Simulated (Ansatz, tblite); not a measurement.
Cost and result up the ladder for C₂₁H₁₅N₃ (relaxed from a model of trityl dicyanamide, whose bonding it doesn't keep) (39 atoms). The state is a singlet with charge 0. Geometry: PBE-D4/def2-SVP.

```xyz
39

N     4.949   -3.075    1.954
C     4.335   -2.158    1.537
N     3.722   -1.067    1.125
C     2.709   -0.790    0.459
N     1.833   -0.380   -0.267
C    -1.562   -1.459   -3.794
C    -0.217   -1.059   -3.830
C     0.420   -0.618   -2.662
C    -0.278   -0.577   -1.441
C     0.412   -0.025   -0.180
C     0.329    1.517   -0.143
C    -0.640    2.221   -0.879
C    -0.732    3.619   -0.781
C     0.146    4.331    0.048
C     1.119    3.635    0.783
C     1.209    2.240    0.689
C    -0.191   -0.655    1.092
C    -0.933    0.092    2.023
C    -1.478   -0.530    3.159
C    -1.286   -1.900    3.379
C    -0.552   -2.655    2.448
C    -0.015   -2.038    1.311
C    -1.625   -0.983   -1.408
C    -2.263   -1.418   -2.580
H    -2.061   -1.807   -4.710
H     0.344   -1.091   -4.777
H     1.474   -0.304   -2.688
H    -1.331    1.675   -1.536
H    -1.496    4.154   -1.366
H     0.076    5.427    0.120
H     1.816    4.182    1.436
H     1.971    1.710    1.278
H    -1.088    1.168    1.863
H    -2.054    0.070    3.880
H    -1.707   -2.384    4.273
H    -0.399   -3.733    2.606
H     0.540   -2.642    0.576
H    -2.179   -0.959   -0.458
H    -3.316   -1.736   -2.539
```

Ansatz on 2 threads of AMD EPYC 7R13 on a shared host and a share (18 GiB) of an NVIDIA H100 80GB HBM3; xTB runs through tblite on one thread. Times are rough, summed over both states, and most runs start from the orbitals of an earlier one. PBE0-D4/def2-TZVP serves as the yardstick here, not as an exact answer. The other state is a doublet.

The xTB rows come from tblite. Single mean-field runs in def2-TZVP are fitted with def2-universal-jkfit. HOMO above LUMO, or a gap near zero within one spin, warns that the state may not be the lowest or that an electron is smeared out.

Raw xTB energies of ions are shifted by several eV.

| level | functions | wall time | vertical IE (eV) | difference from PBE0-D4/def2-TZVP (eV) | remarks |
| --- | --- | --- | --- | --- | --- |
| GFN2-xTB | 111 | 0.15 s | 12.86 | 4.23 | – |
| GFN1-xTB | 126 | 0.21 s | 13.67 | 5.04 | – |
| PBE-D4/def2-TZVP | 834 | 24 s | 8.19 | -0.44 | gap within one spin near zero (+1 doublet) |
| revPBE-D4/def2-TZVP (with forces) | 834 | 30 s | 8.20 | -0.43 | gap within one spin near zero (+1 doublet) |
| PBE0-D4/def2-TZVP (with forces) | 834 | 34 s | 8.63 | 0.00 | – |
